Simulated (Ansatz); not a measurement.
`C[N](C)[In]([Cl])[Cl]` + `[CH3][Mg][Br]` → `C[CH2][Mg][Br]` + `C[NH][In]([Cl])[Cl]` at 400 K and 1 bar (formal exchange of groups at a C–N bond).

Calculated with Ansatz (gas phase, PBE0-D4/def2-TZVP geometries, no zero-point term in ΔE). CCSD(T)/CBS is the MP2 limit (def2-TZVPP, def2-QZVPP) plus CCSD(T) − MP2 in def2-TZVPP, frozen cores. Elements past krypton have def2 core potentials. For Br, In, Mg outer-core shells are correlated without core-valence functions, which leaves a few kJ/mol of doubt a bond. Scalar relativity is left out up to krypton. Each species was taken in one conformer, which may not be the lowest.

| species | CCSD(T)/CBS energy (Eh) | H − E (kJ/mol) | S (J/(mol·K)) |
| --- | --- | --- | --- |
| `C[N](C)[In]([Cl])[Cl]` | -1243.88764 | 261.5 | 463.7 |
| `[CH3][Mg][Br]` | -2813.14753 | 117.2 | 323.6 |
| `C[CH2][Mg][Br]` | -2852.39929 | 199.4 | 375.2 |
| `C[NH][In]([Cl])[Cl]` | -1204.63611 | 182.3 | 431.5 |

H − E and S are ideal-gas, rigid-rotor, harmonic terms from PBE0-D4/def2-TZVP, for one conformer and one mirror image of each species. 1 Eh = 2625.50 kJ/mol, R = 8.31446 J/(mol·K).

By hand: ΔE, ΔH, ΔS and ΔG.

ΔE = (-2852.39929) + (-1204.63611) − (-1243.88764) − (-2813.14753) = -0.00023 Eh = -0.6 kJ/mol. Δ(H − E) = 199.4 + 182.3 − 261.5 − 117.2 = 3.0, so ΔH = 2.4 kJ/mol. ΔS = 375.2 + 431.5 − 463.7 − 323.6 = 19.4 J/(mol·K). ΔG = 2.4 − 400 × (19.4)/1000 = -5.4 kJ/mol.

By hand: the equilibrium constant, and the temperature at which ΔG would vanish if ΔH and ΔS stayed fixed.

log₁₀ K = −ΔG/(RT ln 10) = 0.7. ΔG = 0 at ΔH/ΔS = 124 K, though so small a ΔH makes that figure unsure.

TΔS isn't small against ΔH here. The sign of ΔG lies within the doubt. A doubt of 5 kJ/mol in ΔE shifts log₁₀ K by 0.7 here. Other conformers and mirror images would add mixing entropy, several J/(mol·K) or more a flexible species. Modes under 60 cm⁻¹, often nearly free rotors, make the harmonic entropy too high. These are equilibria of isolated gas molecules and say nothing of rates. Largest T1 diagnostic: 0.014 (customary marks: 0.02 for closed shells, 0.045 for open ones).
